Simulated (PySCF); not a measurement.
Record of a relaxation.

3-ethynyltoluene, C9H8.
Numbering: `[CH:1]#[C:2][c:3]1[cH:4][cH:5][cH:6][c:7]([CH3:8])[cH:9]1` (hydrogens: H10 on C1; H11 on C4; H12 on C5; H13 on C6; H14, H15, H16 on C8; H17 on C9)

Method: PySCF 2.14.0, PBE0-D3(BJ)/def2-SVP geometry optimisation, gas phase; density fitting, grid level 2; the optimiser is geomeTRIC in internal coordinates, started from a GFN2-xTB structure. 4 of its 5 geometries are shown. The frame can shift and turn from step to step; on so coarse a grid that alone can change the energy by a few meV, and forces under 0.02 eV/Å are noise.

Step 0: E = -9443.8319 eV, largest atomic force 1.080 eV/Å
```
atom  x, y, z in Å  |  force x, y, z in eV/Å
C1      3.726    0.704    0.351    0.366   0.022  -0.009
C2      2.528    0.638    0.388   -0.804  -0.043   0.028
C3      1.114    0.558    0.432    0.108   0.046   0.004
C4      0.364    1.640    0.888   -0.056   0.041   0.013
C5     -1.014    1.547    0.923   -0.046   0.026   0.007
C6     -1.648    0.388    0.510    0.059   0.048   0.015
C7     -0.912   -0.701    0.054   -0.239  -0.404  -0.125
C8     -1.613   -1.947   -0.396    0.213   0.363   0.115
C9      0.469   -0.606    0.017   -0.096   0.028   0.021
H10     4.773    0.764    0.320    1.078   0.059  -0.034
H11     0.867    2.540    1.211    0.206   0.341   0.122
H12    -1.599    2.384    1.277   -0.244   0.347   0.148
H13    -2.727    0.324    0.541   -0.467  -0.022   0.023
H14    -2.326   -2.278    0.358   -0.278  -0.186   0.237
H15    -0.903   -2.749   -0.584    0.204  -0.341  -0.088
H16    -2.167   -1.755   -1.315   -0.230  -0.010  -0.349
H17     1.062   -1.439   -0.335    0.225  -0.316  -0.128
```

Step 1: E = -9443.8941 eV, largest atomic force 0.185 eV/Å
```
atom  x, y, z in Å  |  force x, y, z in eV/Å
C1      3.682    0.571    0.299    0.184   0.009  -0.005
C2      2.472    0.503    0.336   -0.063  -0.002   0.002
C3      1.046    0.426    0.379   -0.025   0.002   0.002
C4      0.286    1.514    0.836    0.050   0.057   0.019
C5     -1.100    1.419    0.872   -0.038   0.059   0.024
C6     -1.739    0.253    0.459   -0.084  -0.022  -0.003
C7     -1.004   -0.846   -0.002    0.032   0.056   0.020
C8     -1.700   -2.093   -0.459   -0.051  -0.071  -0.024
C9      0.386   -0.743   -0.034    0.057  -0.084  -0.035
H10     4.756    0.631    0.267   -0.096  -0.006   0.002
H11     0.794    2.425    1.160   -0.016  -0.024  -0.009
H12    -1.692    2.266    1.230    0.016  -0.025  -0.011
H13    -2.831    0.192    0.495    0.036   0.006   0.000
H14    -2.423   -2.445    0.293    0.018   0.004  -0.021
H15    -0.987   -2.908   -0.653   -0.016   0.021   0.005
H16    -2.263   -1.913   -1.390    0.015  -0.007   0.021
H17     0.986   -1.587   -0.387   -0.020   0.029   0.012
```

Step 3: E = -9443.8945 eV, largest atomic force 0.025 eV/Å
```
atom  x, y, z in Å  |  force x, y, z in eV/Å
C1      3.683    0.568    0.298   -0.025  -0.003   0.001
C2      2.472    0.503    0.336    0.006   0.008   0.002
C3      1.045    0.428    0.380   -0.008  -0.004  -0.001
C4      0.286    1.516    0.836   -0.004  -0.015  -0.005
C5     -1.101    1.421    0.873   -0.001   0.005   0.002
C6     -1.741    0.255    0.460    0.013  -0.007  -0.004
C7     -1.005   -0.845   -0.002    0.008   0.005   0.002
C8     -1.699   -2.095   -0.460   -0.004   0.009   0.003
C9      0.386   -0.742   -0.034    0.005  -0.006  -0.002
H10     4.755    0.625    0.265    0.013   0.000  -0.001
H11     0.794    2.427    1.160    0.000   0.004   0.001
H12    -1.692    2.267    1.230   -0.003   0.004   0.002
H13    -2.832    0.193    0.496   -0.004   0.002   0.001
H14    -2.422   -2.449    0.291   -0.002   0.000   0.003
H15    -0.985   -2.907   -0.653    0.004   0.000   0.001
H16    -2.262   -1.915   -1.391   -0.001   0.002  -0.002
H17     0.985   -1.585   -0.387    0.004  -0.005  -0.002
```

Step 4: E = -9443.8946 eV, largest atomic force under 0.02 eV/Å
```
atom  x, y, z in Å  |  force x, y, z in eV/Å
C1      3.683    0.569    0.299    0.000  -0.002   0.000
C2      2.472    0.503    0.336   -0.001   0.004   0.001
C3      1.045    0.427    0.379   -0.004  -0.002  -0.001
C4      0.286    1.515    0.836    0.004   0.007   0.002
C5     -1.101    1.421    0.873    0.005  -0.007  -0.003
C6     -1.740    0.254    0.460   -0.007  -0.001   0.000
C7     -1.004   -0.845   -0.002    0.002   0.003   0.001
C8     -1.700   -2.094   -0.460   -0.003  -0.001   0.000
C9      0.387   -0.744   -0.035    0.001  -0.001  -0.001
H10     4.755    0.628    0.266    0.000   0.000   0.000
H11     0.794    2.426    1.159    0.001   0.001   0.000
H12    -1.692    2.267    1.230    0.001  -0.001   0.000
H13    -2.831    0.193    0.496   -0.001   0.000   0.000
H14    -2.423   -2.447    0.292    0.000   0.000   0.000
H15    -0.987   -2.907   -0.653    0.000   0.000   0.000
H16    -2.263   -1.914   -1.390    0.000   0.000   0.000
H17     0.986   -1.587   -0.387    0.000  -0.001   0.000
```

Q: Summarise the path.

A: The energy falls by 6.05 kJ/mol from step 0 to step 4; nine tenths of that is first reached at step 1. It falls at every step. The largest force goes from 1.080 to under 0.02 eV/Å. Among the bonds C1–H10 changes most, from 1.049 to 1.074 Å; the atoms move by 0.027 Å rms after alignment.

Q: Follow the three bonds and two angles with the largest change from start to end.

A: 
| step | E above end (kJ/mol) | largest force (eV/Å) | C1–H10 (Å) | C2–C3 (Å) | C1≡C2 (Å) | C7–C8–H16 (°) | H14–C8–H15 (°) |
| --- | --- | --- | --- | --- | --- | --- | --- |
| 0 | 6.05 | 1.080 | 1.049 | 1.416 | 1.200 | 110.2 | 108.8 |
| 1 | 0.05 | 0.185 | 1.076 | 1.429 | 1.213 | 111.0 | 108.0 |
| 2 | 0.00 | under 0.02 | 1.074 | 1.429 | 1.213 | 111.0 | 108.0 |
| 3 | 0.00 | 0.025 | 1.074 | 1.430 | 1.214 | 111.0 | 108.0 |
| 4 | 0.00 | under 0.02 | 1.074 | 1.429 | 1.213 | 111.0 | 108.0 |

The cost below is that of the whole optimisation. The run took 52 s on one thread of an Arm Neoverse V2, no GPU, shared host, and the process peaked at 0.77 GiB of memory.
